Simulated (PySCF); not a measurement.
Species: C₇H₆F₂N (doublet state).
Structure used (GFN2-xTB), in Å, numbered top down from 1:
```xyz
16
C7H6F2N angstrom
C      2.383   -1.438   -0.583
C      1.353   -0.823   -0.606
C      0.126   -0.107   -0.622
C     -0.091    1.105    0.318
C      0.899    1.536    1.263
N      2.054    1.381    1.612
C     -0.795   -0.200    0.569
C     -2.286   -0.286    0.366
F     -2.667   -1.569    0.140
F     -2.681    0.422   -0.721
H      3.283   -1.976   -0.574
H     -0.334   -0.023   -1.600
H     -0.701    1.902   -0.092
H      2.763    0.804    1.151
H     -0.455   -0.801    1.405
H     -2.861    0.081    1.232
```

The hyperfine couplings belong to this conformer and change with its torsions.

Identity: `[H]/N=[C]\[C@H]1[C@@H](C#C)[C@@H]1C(F)F` [radical].

Theory: UKS B3LYP, pcH-1 on C F H N, non-relativistic, mean-field spin-orbit, GIAO in PySCF 2.14.0. Isolated species at its GFN2-xTB geometry (one conformer only). A GFN2-xTB geometry isn't a minimum of the functional, and hyperfine couplings can be far from their values at a DFT geometry. No stability test was run, so a lower SCF solution isn't excluded.

Computed for the main isotopes (class means, splittings of 0.05 mT or more): g = 2.0015; H14 1H +235.2 MHz (8.40 mT); N6 14N +116.8 MHz (4.17 mT); H13 1H +11.2 MHz (0.40 mT); H12 1H +6.5 MHz (0.23 mT); H15 1H +4.3 MHz (0.15 mT); H11 1H -3.1 MHz (0.11 mT); 96 first-order lines, 17.63 mT wide.

Q: What changes when 1H at H12 is replaced by 2H?

A: Only the nuclear moment changes in this model. The ratio of g factors is 0.85744/5.58569 = 0.1535, so a goes from +6.5 to +1.0 MHz (0.035 mT). The spin goes from 1/2 to 1, so the 1:1 doublet becomes a 1:1:1 triplet. The spectrum then has 144 first-order lines over 17.47 mT, counting the new splitting although it is under 0.05 mT.

Q: What changes when 14N at N6 is replaced by 15N?

A: The spin density stays the same (vibrational effects aside), so a scales with the nuclear g factor: -0.56638/0.40376 = -1.4028, so a goes from +116.8 to -163.9 MHz (5.851 mT). The spin goes from 1 to 1/2, so the 1:1:1 triplet becomes a 1:1 doublet. The spectrum then has 64 first-order lines over 15.14 mT.

Q: Where do the 13C satellites of C5 appear, and how strong are they?

A: a = +391.1 MHz, or 13.96 mT in magnitude, and I = 1/2, so to first order each main line has two satellites, at ±6.98 mT. The isotope's abundance is about 1.07 %, shared among 2 lines, so each has 0.54 % of the main line's intensity. At 340 mT second-order shifts move them to lower field by up to 0.14 mT.

Q: Where do the 13C satellites of C4 appear, and how strong are they?

A: a = +116.1 MHz, or 4.15 mT in magnitude, and I = 1/2, so to first order each main line has two satellites, at ±2.07 mT. The isotope's abundance is about 1.07 %, shared among 2 lines, so each has 0.54 % of the main line's intensity.

Q: Give position and intensity of the satellites from 13C at C3.

A: a = +40.7 MHz, or 1.45 mT in magnitude, and I = 1/2, so to first order each main line has two satellites, at ±0.73 mT. The isotope's abundance is about 1.07 %, shared among 2 lines, so each has 0.54 % of the main line's intensity.
